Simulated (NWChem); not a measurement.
C4H8S2; SMILES C1SCSCC1

Program: NWChem. Pople sets run with spherical d functions. B3LYP is NWChem's, with the RPA form of VWN correlation. Each level has its own optimisation; frequencies are unscaled. Brackets give each atom's bonded neighbours. One conformer.

```tsv
level	r C–C (Å)	r C–S [C(CHHS)–S(CC)] (Å)	r C–S [C(HHSS)–S(CC)] (Å)	highest harmonic frequency (cm⁻¹)	lowest (cm⁻¹)	zero-point energy (kcal/mol)	dipole (D)
Hartree-Fock/STO-3G	1.548	1.803	1.804	3719	192	87.2	1.23
Hartree-Fock/3-21G	1.532	1.888	1.873	3360	163	77.6	2.89
Hartree-Fock/6-31G*	1.529	1.817	1.810	3319	183	78.1	2.44
B3LYP/6-31G*	1.533	1.838	1.830	3148	170	72.8	2.31
LDA (Slater exchange, VWN5)/def2-SVP	1.513	1.809	1.804	3061	177	69.6	1.97
PBE/def2-SVP	1.532	1.834	1.827	3071	171	69.9	2.00
BLYP/def2-SVP	1.542	1.854	1.846	3052	168	69.6	1.88
PBE0/def2-SVP	1.523	1.816	1.810	3162	176	72.4	2.13
```
